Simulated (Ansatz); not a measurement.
Ansatz (a quantum-chemistry and plane-wave program) input (PBE0/def2-QZVPP):
A basis named .json is the Basis Set Exchange file of that set.

Ansatz 0.2 input:
```yaml
crystal:
  periodic: [false, false, false]
  atoms:
    - {symbol: B, position_ang: [0.87062296, 0.07410961, -0.54685126]}
    - {symbol: F, position_ang: [1.33371246, 0.57535593, 0.59461577]}
    - {symbol: O, position_ang: [-0.37541775, -0.34515595, -0.73557179]}
    - {symbol: C, position_ang: [-1.39658970, -0.31057808, 0.28267760]}
    - {symbol: H, position_ang: [-1.01023654, 0.10094491, 1.21432879]}
    - {symbol: H, position_ang: [-2.21650375, 0.30379072, -0.08474483]}
    - {symbol: H, position_ang: [-1.74690640, -1.32877096, 0.44163913]}
basis:
  gaussian:
    orbitals: def2-QZVPP.json
hamiltonian:
  xc: {name: PBE0}
magnetization: {spin_polarized: true, initial_magnetization: 1}
```

End of the output:

```
integrals: 0.19 GiB planned
923 factors; their error is unknown
mean field: 2.46 GiB planned
mean field evaluation 1: about -6516.9304 eV, gradient 3.9e1 eV
mean field evaluation 2: about -6510.1354 eV, gradient 5.9e1 eV
mean field evaluation 4: about -6522.5881 eV, gradient 3.5e0 eV
mean field evaluation 8: about -6522.6289 eV, gradient 2.4e-1 eV
mean field evaluation 16: about -6522.6290 eV, gradient 4.1e-5 eV
mean field -6522.62899439 eV, -239.7021943472 hartree, gradient 4.1e-5 eV, S^2 0.752644; 0 other end points of the search recorded, 0 dependent functions left out
reference -6522.62902909 eV, -239.7021956223 hartree; 16, 15 occupied and 302, 303 virtual orbitals, 923 factors
Total energy: -6522.62902909 eV, -239.7021956223 hartree
```

It need not be the lowest isomer of its formula.
